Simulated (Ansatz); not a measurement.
Reaction (ligand exchange at the Al–O bond): `[NH2][Al]([OH])[F]` + HCl → `[NH2][Al]([F])[Cl]` + H₂O

Isolated molecules relaxed with PBE0-D4/def2-TZVP in Ansatz; ΔE leaves out vibrations. CCSD(T)/CBS adds triple-zeta CCSD(T) − MP2 to the extrapolated MP2 energy (def2 sets, frozen cores). This one scheme is used for every species. Functionals use def2-TZVPP. B3LYP here is the variant with VWN-RPA as its local correlation; programs differ in this. Each species was taken in one conformer, which may not be the lowest.

```json
{"level": "BHLYP-D4", "ΔE (kJ/mol)": "-31.7", "difference from CCSD(T)/CBS": "1.1"}
{"level": "CAM-B3LYP-D4", "ΔE (kJ/mol)": "-26.3", "difference from CCSD(T)/CBS": "6.5"}
{"level": "ωB97X-V", "ΔE (kJ/mol)": "-31.6", "difference from CCSD(T)/CBS": "1.2"}
{"level": "ωB97M-V", "ΔE (kJ/mol)": "-31.6", "difference from CCSD(T)/CBS": "1.2"}
{"level": "B2PLYP", "ΔE (kJ/mol)": "-27.8", "difference from CCSD(T)/CBS": "5.0"}
{"level": "B3LYP", "ΔE (kJ/mol)": "-27.3", "difference from CCSD(T)/CBS": "5.5"}
{"level": "CAM-B3LYP", "ΔE (kJ/mol)": "-25.2", "difference from CCSD(T)/CBS": "7.6"}
{"level": "HF/def2-QZVPP", "ΔE (kJ/mol)": "-32.8", "difference from CCSD(T)/CBS": "0.0"}
{"level": "SCS-MP2/def2-QZVPP", "ΔE (kJ/mol)": "-30.1", "difference from CCSD(T)/CBS": "2.7"}
{"level": "MP2/CBS(def2)", "ΔE (kJ/mol)": "-34.5", "difference from CCSD(T)/CBS": "-1.7"}
{"level": "CCSD(T)/CBS", "ΔE (kJ/mol)": "-32.8", "difference from CCSD(T)/CBS": "0"}
```

Largest T1 diagnostic among the species: 0.012.

In def2-TZVPP, CCSD(T) changes the Hartree–Fock value by +5.1 kJ/mol (the triples alone add −0.3 kJ/mol) and MP2 by +3.3 kJ/mol. From BLYP to BHLYP (50 % exact exchange), in def2-TZVPP and without D4, ΔE moves by −4.5 kJ/mol. Leaving LDA and LC-ωPBE aside and taking each functional with its dispersion term where it has one, the values, not all of them listed here, spread over 10.1 kJ/mol, from HSE06-D4 to CAM-B3LYP-D4. LDA lies +4.3 kJ/mol from PBE without D4.
